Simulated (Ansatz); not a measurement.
Ansatz (a quantum-chemistry and plane-wave program) input (RI-MP2/aug-cc-pVTZ):
A basis named .json is the Basis Set Exchange file of that set.

Ansatz 0.2 input:
```yaml
crystal:
  periodic: [false, false, false]
  atoms:
    - {symbol: O, position_ang: [0.02270856, 0.01175974, -1.23021290]}
    - {symbol: N, position_ang: [-0.00000000, 0.00000000, 0.00000000]}
    - {symbol: O, position_ang: [1.01027074, 0.29639100, 0.63685411]}
    - {symbol: O, position_ang: [-1.03297929, -0.30815073, 0.59335878]}
basis:
  gaussian:
    orbitals: aug-cc-pVTZ
    fitting: {mean_field: def2-universal-jkfit, correlation: aug-cc-pVTZ-RIFIT.json}
magnetization: {spin_polarized: true, initial_magnetization: 1}
correlation: {method: mp2, electrons: outside_noble_gas}
```

Output:

```
Functional definition: HF
integrals: 0.11 GiB planned
308 factors; integrals over basis functions are off by at most 6.7e-1 eV
424 factors; integrals over basis functions are off by at most 4.5e-1 eV
mean field: 0.41 GiB planned
mean field evaluation 1: about -7584.5027 eV, gradient 3.5e1 eV
mean field evaluation 2: about -7586.4456 eV, gradient 2.8e1 eV
mean field evaluation 4: about -7588.6542 eV, gradient 8.8e-1 eV
mean field evaluation 8: about -7588.6625 eV, gradient 4.8e-2 eV
mean field evaluation 16: about -7589.0441 eV, gradient 6.9e0 eV
mean field evaluation 32: about -7589.5644 eV, gradient 9.4e-2 eV
mean field evaluation 64: about -7588.2373 eV, gradient 3.5e0 eV
mean field evaluation 96: about -7589.9802 eV, gradient 2.9e-1 eV
mean field evaluation 128: about -7589.3320 eV, gradient 1.9e0 eV
mean field -7589.98754733 eV, -278.9268976862 hartree, gradient 1.8e-6 eV, S^2 1.327516; 17 other end points of the search recorded, 0 dependent functions left out
4 core orbitals not correlated
reference -7589.98754733 eV, -278.9268976862 hartree; 12, 11 occupied and 168, 169 virtual orbitals, 424 factors
second order -22.31985132 eV of doubles, -0.00000000 eV of singles
Total energy: -7612.30739865 eV, -279.7471370932 hartree
```

It need not be the lowest isomer of its formula.

The determinant is spin-contaminated: <S^2> is 1.33 against 0.75 for a pure state.
